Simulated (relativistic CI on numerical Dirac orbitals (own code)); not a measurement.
# Hyperfine structure of Tl⁷⁴⁺, mass number 204

Calculated at this level of theory: Dirac-Coulomb-Breit CI, orbitals from a KLI potential per configuration, a model potential for QED, unscaled Slater integrals (own radial code, finite nucleus).

Configurations in the expansion (outside the closed core 1s2): 2s2 2p3, 2s 2p4, 2p5, 2p4 3s, 2s2 2p2 3s, 2p4 3p, 2s2 2p2 3p, 2p4 3d, 2s2 2p2 3d, 2s 2p3 3s, 2s 2p3 3p, 2s 2p3 3d, 2s2 2p2 4s, 2s2 2p2 4p, 2s2 2p2 4d, 2s2 2p2 4f. Levels of other configurations are missing.

Nuclear spin I = 2, μ = 0.09 μN (tables of Stone and Pyykkö). The electronic factors are computed for point nuclear moments, without core polarisation or the Bohr-Weisskopf and QED corrections.

```
          Level   E (Ry)  A (GHz)
2s2 2p3 2D°_5/2  158.004      148
2s2 2p3 2P°_1/2  162.554      535
  2s 2p4 4P_5/2  185.906    368.5
  2s 2p4 2S_1/2  194.861     1639
  2s 2p4 2P_3/2  194.960   -266.7
2s2 2p3 2P°_3/2  319.297    51.75
  2s 2p4 4P_3/2  344.603    375.1
  2s 2p4 2D_5/2  347.783    466.4
```

Levels with J = 0, under 50 % of one LS term, or S terms without an open s electron are left out. Small factors come from cancelling terms and can be off by tens of per cent or more.

At this charge energies of transitions that change n are usually good to better than 1 %, and those within a shell (Δn = 0) to a few per cent.

**Question.** Give the hyperfine levels of 2s2 2p3 2P°_1/2 relative to its centre of gravity.

**Answer.** With K = F(F + 1) − I(I + 1) − J(J + 1), E = AK/2: F = 3/2: -802.5, F = 5/2: 535 GHz.

LS names give the leading component of a level, which can be under half, so a name can repeat, a term be missing and a line seem to break the LS rules.
